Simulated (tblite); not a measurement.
Species: C₈H₆NO (doublet state).
Structure used (GFN2-xTB), in Å, numbered top down from 1:
```xyz
16
C8H6NO angstrom
C     -2.8564    0.4813    0.3035
O     -1.9572   -0.5042   -0.1497
C     -0.6311   -0.2452   -0.1226
C     -0.0614    0.9550    0.3293
C      1.2917    1.0643    0.2947
C      2.1605    0.0980   -0.1446
C      3.5605    0.2667   -0.1575
N      4.6998    0.3965   -0.1717
C      1.5797   -1.1032   -0.5959
C      0.2155   -1.2611   -0.5823
H     -3.8493    0.0509    0.1845
H     -2.6903    0.7203    1.3588
H     -2.7844    1.3949   -0.2950
H     -0.6748    1.7646    0.6919
H      2.2263   -1.8927   -0.9497
H     -0.2368   -2.1774   -0.9279
```

Level: GFN2-xTB in tblite, geometry and Hessian alike; calculated harmonic values, unscaled, isolated species. Against measured fundamentals such values can be off by several per cent, at times by over 20. One conformer, not necessarily the lowest. Open shells enter through the occupations alone, without spin polarisation, and single modes of such species can be off by tens of per cent.

Harmonic wavenumbers (cm⁻¹): 66.6, 122.3, 124.8, 209.9, 248.1, 261.0, 356.8, 371.3, 442.3, 479.0, 522.8, 540.2, 609.4, 633.4, 688.9, 800.4, 820.2, 834.9, 886.5, 979.2, 1058.2, 1118.3, 1119.0, 1151.3, 1180.4, 1210.4, 1260.6, 1298.4, 1386.8, 1400.7, 1457.3, 1469.1, 1476.8, 1496.7, 1605.9, 2372.0, 2938.6, 2949.8, 3031.6, 3078.2, 3090.9, 3105.4.

A = 5205, B = 711.2, C = 628.2 MHz; mass 132.045 u (most abundant isotopes); point group Cs, symmetry number 1; spin multiplicity 2.

Question: Zero-point energy?

Answer: ½Σν̃ = 25127 cm⁻¹ = 300.59 kJ/mol.

Question: Give the ideal-gas entropy at 298.15 K and 1 bar in the rigid-rotor, harmonic-oscillator model (classical rotation).

Answer: Translation 169.76, rotation 122.65, vibration 96.87, spin (R ln 2) 5.76: S = 395.0 J/(mol K).

Question: And Cp and H(298.15 K) − H(0)?

Answer: Cp = 147.55 J/(mol K), of which vibrations give 114.29 (their classical limit is 42 R = 349.2); H(298.15 K) − H(0) = 26.25 kJ/mol without the zero-point energy, 16.33 from vibrations.

Question: Which modes carry the vibrational entropy at 298.15 K?

Answer: 66.6 cm⁻¹: 17.79; 122.3 cm⁻¹: 12.82; 124.8 cm⁻¹: 12.66; 209.9 cm⁻¹: 8.55; 248.1 cm⁻¹: 7.30; 261.0 cm⁻¹: 6.92 J/(mol K); the other 36 give 30.83 together.

Question: What must be added to the electronic energy to get the Gibbs energy at 298.15 K and 1 bar?

Answer: ZPE + [H(298.15 K) − H(0)] − T·S = 300.59 + 26.25 − 117.78 = 209.06 kJ/mol.

Hindered rotation and anharmonicity are outside this model. Other conformers, if any are populated, would add a mixing term that is left out.
